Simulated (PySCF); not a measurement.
## O²⁺: ionisation energy

O²⁺ [He] 2s2 2p2 (3P) → O³⁺ [He] 2s2 2p1 (2P), as a difference of total energies. Computed with PySCF 2.14 in aug-cc-pVTZ (5s4p3d2f, 46 functions), with no relativity, point nucleus. Correlated levels: valence: 1s2 frozen. The calculations carry no spin-orbit coupling.

```csv
method,ionisation energy (eV)
UHF,54.584
PBE,55.238
PBE0,55.275
wB97M-V,54.922
B3LYP,55.423
HSE06,55.284
r2SCAN0,55.520
MP2 (valence),54.965
SCS-MP2 (valence),54.821
```

Q: Estimate what r2SCAN gives.

A: 55.576 eV, closest to r2SCAN0 among the rows shown.

Q: Estimate what LDA gives.

A: 55.387 eV, closest to B3LYP among the rows shown.

A first-order spin-orbit estimate (lowest level to lowest level, LS coupling) adds -0.005 eV.

Errors of the correlated levels include the incompleteness of this basis and the frozen core.

For comparison: 54.936 eV (semi-empirical (NIST evaluation); NIST Atomic Spectra Database, ionization energies).
